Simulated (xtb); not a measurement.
C2HCl3, charge -1, doublet, at a GFN2-xTB geometry (a state made from the parent by changing its charge; the spin is typed, not shown lowest), atoms displaced at random by about 0.02 Å a coordinate. Base run: xtb with GFN2-xTB.

Input for xtb:
```
$ xtb mol.xyz --gfn 2 --chrg -1 --uhf 1 --opt --json

# file mol.xyz
6

Cl     2.20101209     0.54171251     0.13743690
C      0.96196909    -0.60155845    -0.05815704
C     -0.25809678    -0.36259226     0.41645122
Cl    -1.15046851     1.49692896    -0.35911759
Cl    -1.42890021    -1.60938542     0.09650921
H      1.31817744    -1.53925084    -0.50797110
```

Variants of this job, named by their change:

| change | ΔE vs base (µEh) | optimiser steps |
|---|---|---|
| base | 0.0 | 6 |
| opt level = vtight | -1.4 | 9 |
| opt level = loose | 4.8 | 5 |
| engine = inertial | 3.9 | - |
| opt level = sloppy | 29.1 | 4 |
| opt level = lax | 0.0 | 6 |
| engine = lbfgs | -0.3 | - |
| opt level = tight | -1.3 | 8 |
| opt level = crude | 125 | 3 |
